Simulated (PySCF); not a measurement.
Molfile (atoms numbered from 1):
```
C8H12N2
     RDKit          3D

 22 22  0  0  0  0  0  0  0  0999 V2000
    0.8902   -1.9579   -0.7799 C   0  0  0  0  0  0  0  0  0  0  0  0
    1.1887   -0.6164   -0.1909 C   0  0  0  0  0  0  0  0  0  0  0  0
    2.4932   -0.1832   -0.0260 C   0  0  0  0  0  0  0  0  0  0  0  0
    2.7004    1.0806    0.5177 C   0  0  0  0  0  0  0  0  0  0  0  0
    1.7050    1.8671    0.8737 N   0  0  0  0  0  0  0  0  0  0  0  0
    0.4799    1.4660    0.7323 N   0  0  0  0  0  0  0  0  0  0  0  0
    0.1848    0.2785    0.2303 C   0  0  0  0  0  0  0  0  0  0  0  0
   -1.2874   -0.0218    0.1045 C   0  0  0  0  0  0  0  0  0  0  0  0
   -1.8307    0.7198   -1.1209 C   0  0  0  0  0  0  0  0  0  0  0  0
   -2.0319    0.4172    1.3639 C   0  0  0  0  0  0  0  0  0  0  0  0
    0.2424   -1.8615   -1.6498 H   0  0  0  0  0  0  0  0  0  0  0  0
    1.8116   -2.4501   -1.0837 H   0  0  0  0  0  0  0  0  0  0  0  0
    0.3852   -2.5901   -0.0499 H   0  0  0  0  0  0  0  0  0  0  0  0
    3.3281   -0.8058   -0.3150 H   0  0  0  0  0  0  0  0  0  0  0  0
    3.6923    1.4806    0.6724 H   0  0  0  0  0  0  0  0  0  0  0  0
   -1.4315   -1.0965   -0.0382 H   0  0  0  0  0  0  0  0  0  0  0  0
   -2.8926    0.5191   -1.2415 H   0  0  0  0  0  0  0  0  0  0  0  0
   -1.6875    1.7895   -0.9919 H   0  0  0  0  0  0  0  0  0  0  0  0
   -1.3142    0.4077   -2.0268 H   0  0  0  0  0  0  0  0  0  0  0  0
   -1.8698    1.4771    1.5332 H   0  0  0  0  0  0  0  0  0  0  0  0
   -1.6692   -0.1298    2.2311 H   0  0  0  0  0  0  0  0  0  0  0  0
   -3.0972    0.2293    1.2544 H   0  0  0  0  0  0  0  0  0  0  0  0
  1  2  1  0
  2  3  1  0
  3  4  2  0
  4  5  1  0
  5  6  2  0
  6  7  1  0
  7  8  1  0
  8  9  1  0
  8 10  1  0
  7  2  2  0
  1 11  1  0
  1 12  1  0
  1 13  1  0
  3 14  1  0
  4 15  1  0
  8 16  1  0
  9 17  1  0
  9 18  1  0
  9 19  1  0
 10 20  1  0
 10 21  1  0
 10 22  1  0
M  END
```

Level of theory: coordinates at the GFN2-xTB level, PBE0/pcSseg-1 with gauge-including orbitals, in PySCF (one conformer, no relativistic terms, no solvent model, rapidly exchanging positions averaged).

δ = σ(ref) − σ, references computed at the same level: 13C (186.93 ppm) vs TMS.

Task: Do the 13C shifts follow the atomic charges (in e)? Tabulate both.

Result: 
```json
{"atoms": "C7", "hybridisation": "sp2", "δ (ppm)": "172.3", "σ para (ppm)": "-242", "Hirshfeld": "+0.07", "IAO": "+0.11", "Mulliken": "+0.14", "ESP-fitted": "+0.42"}
{"atoms": "C4", "hybridisation": "sp2", "δ (ppm)": "153.5", "σ para (ppm)": "-218", "Hirshfeld": "+0.00", "IAO": "-0.04", "Mulliken": "+0.13", "ESP-fitted": "+0.47"}
{"atoms": "C2", "hybridisation": "sp2", "δ (ppm)": "138.0", "σ para (ppm)": "-215", "Hirshfeld": "+0.02", "IAO": "+0.01", "Mulliken": "-0.34", "ESP-fitted": "+0.23"}
{"atoms": "C3", "hybridisation": "sp2", "δ (ppm)": "131.5", "σ para (ppm)": "-198", "Hirshfeld": "-0.04", "IAO": "-0.16", "Mulliken": "-0.05", "ESP-fitted": "-0.55"}
{"atoms": "C8", "hybridisation": "sp3", "δ (ppm)": "35.1", "σ para (ppm)": "-93", "Hirshfeld": "-0.02", "IAO": "-0.11", "Mulliken": "-0.31", "ESP-fitted": "-0.11"}
{"atoms": "C9/C10", "hybridisation": "sp3", "δ (ppm)": "24.6", "σ para (ppm)": "-85", "Hirshfeld": "-0.12", "IAO": "-0.41", "Mulliken": "-0.19", "ESP-fitted": "-0.30"}
{"atoms": "C1", "hybridisation": "sp3", "δ (ppm)": "21.6", "σ para (ppm)": "-82", "Hirshfeld": "-0.11", "IAO": "-0.43", "Mulliken": "-0.11", "ESP-fitted": "-0.51"}
```

Correlation coefficients of δ with charge over these carbons: Hirshfeld +0.84, IAO +0.84, Mulliken +0.56, ESP-fitted +0.68; with the paramagnetic shielding -1.00. Among the 4 sp2 carbons alone: Hirshfeld +0.87, IAO +0.83, Mulliken +0.68, ESP-fitted +0.74. With so few points, grouped by hybridisation, these coefficients are fragile. Charge is one influence among several: hybridisation and low-lying excitations act through the paramagnetic term.

Shifts are as computed. Against solution values, carbons near 30 ppm lie about +3 ppm off and those near 130 ppm about +5 ppm. Of 1211 compounds with measured shifts, 218 miss one by over three times the rms of a fit or turn the order of signals round; such compounds aren't used in these exercises.
